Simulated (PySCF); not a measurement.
# Xe⁺ (xenon, charge +1) across methods

[Kr] 4d10 5s1 5p6, 2S determinant (an excited configuration). Calculation: PySCF 2.14, in aug-cc-pVTZ-PP with ECP28MDF; scalar relativity through the core potential. The B2PLYP total includes its PT2 part (frozen core); its orbital energies are those of the SCF part.

```json
{"method": "PBE", "E (hartree)": "-328.4407", "mean ε 5s α (eV)": "-30.288", "mean ε 5p α (eV)": "-17.921", "mean ε 5p β (eV)": "-17.214", "Σ⟨r²⟩ (bohr²)": "49.79", "⟨S²⟩": "0.751"}
{"method": "B2PLYP", "E (hartree)": "-328.1687", "mean ε 5s α (eV)": "-35.015", "mean ε 5p α (eV)": "-20.633", "mean ε 5p β (eV)": "-18.827", "Σ⟨r²⟩ (bohr²)": "50.25", "⟨S²⟩": "0.755"}
{"method": "UHF", "E (hartree)": "-327.32993", "mean ε 5s α (eV)": "-38.967", "mean ε 5p α (eV)": "-22.901", "mean ε 5p β (eV)": "-19.876", "Σ⟨r²⟩ (bohr²)": "50.74", "⟨S²⟩": "0.763"}
{"method": "r2SCAN0", "E (hartree)": "-328.5223", "mean ε 5s α (eV)": "-33.379", "mean ε 5p α (eV)": "-19.743", "mean ε 5p β (eV)": "-18.320", "Σ⟨r²⟩ (bohr²)": "49.85", "⟨S²⟩": "0.755"}
{"method": "LDA", "E (hartree)": "-328.0051", "mean ε 5s α (eV)": "-30.515", "mean ε 5p α (eV)": "-18.033", "mean ε 5p β (eV)": "-17.416", "Σ⟨r²⟩ (bohr²)": "49.74", "⟨S²⟩": "0.751"}
{"method": "wB97M-V", "E (hartree)": "-328.4202", "mean ε 5s α (eV)": "-35.327", "mean ε 5p α (eV)": "-21.610", "mean ε 5p β (eV)": "-20.350", "Σ⟨r²⟩ (bohr²)": "49.99", "⟨S²⟩": "0.752"}
{"method": "CAM-B3LYP", "E (hartree)": "-328.4358", "mean ε 5s α (eV)": "-34.396", "mean ε 5p α (eV)": "-20.714", "mean ε 5p β (eV)": "-19.463", "Σ⟨r²⟩ (bohr²)": "49.97", "⟨S²⟩": "0.752"}
{"method": "r2SCAN", "E (hartree)": "-328.5639", "mean ε 5s α (eV)": "-31.230", "mean ε 5p α (eV)": "-18.425", "mean ε 5p β (eV)": "-17.440", "Σ⟨r²⟩ (bohr²)": "49.73", "⟨S²⟩": "0.753"}
{"method": "PBE0", "E (hartree)": "-328.4484", "mean ε 5s α (eV)": "-32.713", "mean ε 5p α (eV)": "-19.404", "mean ε 5p β (eV)": "-18.190", "Σ⟨r²⟩ (bohr²)": "49.85", "⟨S²⟩": "0.752"}
```

Energies and moments cover only the electrons outside the core potential.
